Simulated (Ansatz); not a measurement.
Reaction (hydrogenolysis of a Ga–S bond): `[F][Ga]([SH])[Cl]` + H₂ → `[F][GaH][Cl]` + H₂S

Isolated molecules relaxed with PBE0-D4/def2-TZVP in Ansatz; ΔE leaves out vibrations. CCSD(T)/CBS adds triple-zeta CCSD(T) − MP2 to the extrapolated MP2 energy (def2 sets, frozen cores). This one scheme is used for every species. Functionals use def2-TZVPP. For Ga outer-core shells are correlated without core-valence functions, which leaves a few kJ/mol of doubt a bond. Scalar relativity is left out up to krypton. One conformer a species, not always the lowest.

`[F][Ga]([SH])[Cl]`:

Z-matrix (Å, degrees):
```
Ga
F 1 1.743
Cl 1 2.115 2 116.8
S 1 2.169 2 119.1 3 -180.0
H 4 1.346 1 91.7 2 0.0
```

H₂:

Z-matrix (Å, degrees):
```
H
H 1 0.746
```

`[F][GaH][Cl]`:

Z-matrix (Å, degrees):
```
Ga
F 1 1.744
Cl 1 2.122 2 113.4
H 1 1.541 2 120.8 3 180.0
```

H₂S:

Z-matrix (Å, degrees):
```
S
H 1 1.341
H 1 1.341 2 92.3
```

Q: Is it downhill or uphill in electronic energy at CCSD(T)/CBS, and by how much? (Estimate.)

A: Ansatz gave: Uphill: ΔE = +15.6 kcal/mol.

Q: What do these levels give: r2SCAN-D4, r2SCAN0-D4, PBE, CCSD(T)/def2-SVP, HF/def2-TZVPP, HF/CBS(def2)? (Best estimate.)

A: Ansatz gave: r2SCAN-D4 16.3, r2SCAN0-D4 15.8, PBE 14.6, CCSD(T)/def2-SVP 14.6, HF/def2-TZVPP 11.4, HF/CBS(def2) 10.8 kcal/mol.

Q: What do rigid-rotor, harmonic-oscillator terms from PBE0-D4/def2-TZVP frequencies (298.15 K, 1 bar) make of the CCSD(T)/CBS value? (Best estimate.)

A: The calculation gave: ΔZPE = +1.4 kcal/mol, ΔH = +16.2 kcal/mol, ΔS = 31 J/(mol·K), ΔG = +14.0 kcal/mol.

Largest T1 diagnostic among the species: 0.013.

Leaving LDA and LC-ωPBE aside and taking each functional with its dispersion term where it has one, the values, not all of them listed here, spread over 3.0 kcal/mol, from CAM-B3LYP-D4 to revPBE-D4. At CCSD(T), def2-SVP lies −1.1 kcal/mol from the extrapolated value and def2-TZVPP −0.5 kcal/mol. The D4 term adds +2.0 kcal/mol with B3LYP and +1.1 kcal/mol with PBE0; it sums over pairs of atoms, weighted by their polarisabilities, and B3LYP, whose exchange is more repulsive, gets the larger term.

B3LYP here is the variant with VWN-RPA as its local correlation; programs differ in this.
